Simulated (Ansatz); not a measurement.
Problem. Name a neutral molecule of B, C, Cl, O and H with HOMO energy (PBE0/def2-TZVPP) between -7.60 and -7.30 eV and LUMO energy (B3LYP/def2-TZVPP) between -0.40 and -0.10 eV (Ansatz, PBE0-D4/def2-TZVP geometry).

Solution. `C=COB(O)Cl` (-7.32 eV, -0.19 eV). Other molecules can fit too; these were computed, each in one conformer that needn't be the lowest.

B3LYP here is the variant with VWN-RPA as its local correlation; programs differ in this.
